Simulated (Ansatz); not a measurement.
Molecule: NiH, charge 0, multiplicity 2. The spin state was set by rule; other spins were not relaxed. 
Coordinates optimised at B3LYP-D3(BJ)/def2-TZVP (Ansatz, a first-principles code):
```xyz
2

Ni     0.0000     0.0000    -0.0508
H      0.0000     0.0000     1.4235
```
Charge 0, spin multiplicity 2.

Parts of the frozen-core correlation energy in def2-SVP (Ansatz, hartree). Frozen orbitals: 9; correlated occupied orbitals by spin: 6 and 5; virtual: 21 and 22. Open shells are spin-unrestricted. No spin-orbit coupling. Non-relativistic.

| term | value |
|---|---|
| reference (HF) | -1507.16948 |
| MP2 opposite-spin | -0.13193 |
| MP2 same-spin | -0.07092 |
| CCSD correlation | -0.23197 |
| (T) | -0.00504 |
| CCSDT minus CCSD(T) | -0.00386 |
| CCSDT(Q) minus CCSD(T) | -0.00533 |
| T1 diagnostic | 0.158 |
| largest doubles amplitude | 0.118 |
| <S^2> of the reference | 1.691 |
